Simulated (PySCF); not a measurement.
**Shapes and spin states of BeSe₂**

Level of theory: PBE0 in PySCF with Be def2-SVP, Se def2-SVP; no relativity; density-fitted integrals.

Relaxations began from a few typed shapes and spin states; open shells are unrestricted. The search is not exhaustive: other isomers or separated fragments can lie lower, and high-lying points may rest on an excited occupation.

(1) Which is the lowest minimum found?
A. triplet C2v: Be–Se 2.201 Å (×2), Se–Se 2.291 Å; Be–Se–Se 58.6° (×2), Se–Be–Se 62.7°
B. broken-symmetry Ms = 0 (⟨S²⟩ 1.01) C2v: Be–Se 2.199 Å (×2), Se–Se 2.291 Å; Be–Se–Se 58.6° (×2), Se–Be–Se 62.8°
C. singlet (closed shell, unstable to spin polarisation) Cs: Be–Se 2.067 Å, Se–Se 2.272 Å; Be–Se–Se 109.8°
D. singlet C2v: Be–Se 2.002 Å (×2), Se–Se 2.563 Å; Be–Se–Se 50.2° (×2), Se–Be–Se 79.6°

Answers

(1) D. The others lie at 58.3 (broken-symmetry Ms = 0 C2v), 59.0 (triplet C2v), 211.7 (singlet Cs) kJ/mol above it.
